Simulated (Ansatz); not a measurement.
`C[CH](C)[SnH2][CH](C)C`. Total charge 0; spin multiplicity 1. Correlated methods include outer-core shells of Sn, which these sets cover unevenly. Sn takes the def2 core potential.

Cartesian coordinates in Å:
```
C 0.9940 0.3550 -2.8432
C 0.1319 0.3439 -1.5896
C -0.1439 1.7532 -1.0866
Sn 1.0363 -0.8859 -0.0509
C -0.2156 -1.0078 1.7163
C -1.6664 -1.2556 1.3289
C -0.0680 0.2210 2.6013
H 0.5215 0.9480 -3.6359
H 1.1616 -0.6499 -3.2393
H 1.9746 0.8013 -2.6502
H -0.8218 -0.1427 -1.8215
H -0.5992 2.3654 -1.8747
H -0.8245 1.7641 -0.2316
H 0.7778 2.2583 -0.7810
H 2.5617 -0.2077 0.3620
H 1.2947 -2.4638 -0.6825
H 0.1559 -1.8807 2.2632
H -2.0753 -0.4244 0.7456
H -1.7874 -2.1652 0.7345
H -2.2961 -1.3607 2.2206
H 0.9667 0.3830 2.9131
H -0.6756 0.1212 3.5090
H -0.4026 1.1300 2.0924
```

(1) Give the diagnostics of a CCSD(T)/def2-TZVPP run (frozen core, Ansatz 0.2.0). (Best estimate.)

Results:

(1) Computed: T1 = 0.0106, largest single amplitude 0.013, largest double 0.018, (T) share of the correlation energy 3.6 %, 8 CCSD cycles. The RHF solution is stable towards an unrestricted one. T1 lies under the customary mark of 0.02 for closed shells.
